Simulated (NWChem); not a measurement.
Molecule: ZrF3, doublet; SMILES [F][Zr]([F])[F]

```xyz
4

Zr     0.0000     0.0000     0.0000
F     -0.1911     1.8934     0.0000
F      1.7353    -0.7812     0.0000
F     -1.5442    -1.1122     0.0000
```
Atoms are numbered in this order, from 1.

Program: NWChem. Spin-unrestricted. In the optimisation the excess spin sits in a' (C3h, its own frame). Coordinates come from a PBE0/def2-SVP, spin-unrestricted optimisation. This spin state was assumed; another may lie lower. No stability test was run on the SCF state. def2 effective core potentials on Zr; no spin-orbit coupling. Vertical excitations in the gas phase; the lowest state need not have the same character in each row. Excited states of an open shell can be spin-contaminated.

| level | lowest excitation (eV) | oscillator strength of that lowest state | lowest empty minus highest occupied level, either spin (eV) |
|---|---|---|---|
| PBE/def2-SVP, TDA | 1.79 | 0.000 | 1.48 |
| B3LYP/def2-SVP, TDA | 1.71 | 0.000 | 2.83 |
| LDA (Slater exchange, VWN5)/def2-SVP, TDA | 1.73 | 0.000 | 1.18 |
